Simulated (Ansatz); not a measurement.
Relaxation of Cl2H6N2Si2 (12 atoms, charge 0, multiplicity 1), to a largest force component of 0.015 eV/Å in at most 40 steps.

These are results of Ansatz 0.2.0, RKS B3LYP-D4/6-31G, not measurements.

```xyz
12
Properties=species:S:1:pos:R:3
N -1.630 -0.080 0.586
Si -0.234 -0.528 -0.159
N 0.208 -1.483 1.143
Si 1.326 1.146 -0.903
Cl 1.582 2.519 0.554
Cl 0.410 2.213 -2.441
H -2.454 -0.568 0.127
H -1.669 -0.482 1.544
H -0.595 -1.445 -1.192
H 0.675 -2.340 0.841
H -0.636 -1.785 1.621
H 2.583 0.608 -1.341
```

Problem. Where does it end, and by what steps?

Solution. The run ended unconverged. Limits of this set-up: no polarisation functions. After 39 steps the energy has fallen by 3.014 eV; H8 moved furthest, 1.86 Å.

```
step  energy less start (eV)  largest force component (eV/Å)  accepted
   0                  0.0000                           6.685       yes
   2                 -2.4007                           0.991       yes
   4                 -2.8000                           1.104       yes
   6                 -2.9193                           0.230       yes
   8                 -2.9367                           0.227       yes
  10                 -2.9412                           0.096       yes
  12                 -2.9443                           0.130       yes
  14                 -2.9518                           0.125       yes
  16                 -2.9591                           0.159       yes
  18                 -2.9607                           0.658        no
  20                 -2.9813                           0.095       yes
  22                 -2.9912                           0.161       yes
  24                 -2.9885                           0.335        no
  26                 -3.0007                           0.052       yes
  28                 -3.0027                           0.061       yes
  30                 -3.0044                           0.086       yes
  32                 -3.0064                           0.103       yes
  34                 -3.0098                           0.110       yes
  36                 -3.0113                           0.058       yes
  38                 -3.0129                           0.097       yes
  39                 -3.0136                           0.074       yes
```

```xyz
12
Properties=species:S:1:pos:R:3
N -1.942 0.011 0.117
Si -0.432 -0.849 -0.127
N 0.461 -1.630 1.172
Si 1.120 0.810 -0.834
Cl 2.331 1.367 0.942
Cl 0.063 2.630 -1.497
H -2.845 -0.425 0.000
H -1.987 0.970 0.431
H -0.694 -1.906 -1.155
H 1.037 -1.114 1.823
H 0.326 -2.602 1.414
H 2.130 0.515 -1.906
```

Run time: 4.7 min on 1 thread of Arm Neoverse V1, with other jobs on the host, peak memory 0.22 GiB.
